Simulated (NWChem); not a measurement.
# C5H7O2, doublet; SMILES CC(C=C([O])C)=O

```xyz
14

C      0.6568     2.5442    -0.0439
C      0.0754     1.1612     0.0988
O     -1.1412     1.0747     0.3860
C      0.8448     0.0009    -0.0792
C      0.0788    -1.1609     0.1051
C      0.6652    -2.5428    -0.0271
O     -1.1382    -1.0764     0.3909
H      0.1123     3.0880    -0.8298
H      1.7243     2.5107    -0.2931
H      0.5153     3.0971     0.8964
H      1.9038     0.0017    -0.3288
H      1.7313    -2.5074    -0.2817
H      0.1191    -3.0967    -0.8047
H      0.5306    -3.0867     0.9194
```
Atoms are numbered in this order, from 1.

Program: NWChem. Spin-unrestricted. Structure relaxed at the PBE0/def2-SVP, spin-unrestricted level. No frequency run checked for a minimum. No stability test was run on the SCF state. Vzz is the largest principal value of the second derivative of the potential at the nucleus (NWChem prints the opposite sign); η is the asymmetry. Non-relativistic.

For level PBE/def2-TZVP:

```
Quantity       Value
-------------  -----
Vzz O7 (a.u.)  0.429
η O7            0.01
```

**Question.** What are these values for level CAM-B3LYP/def2-SVP?

**Answer.** 
| Item | Value |
|---|---|
| Vzz O7 (a.u.) | 0.520 |
| η O7 | 0.27 |
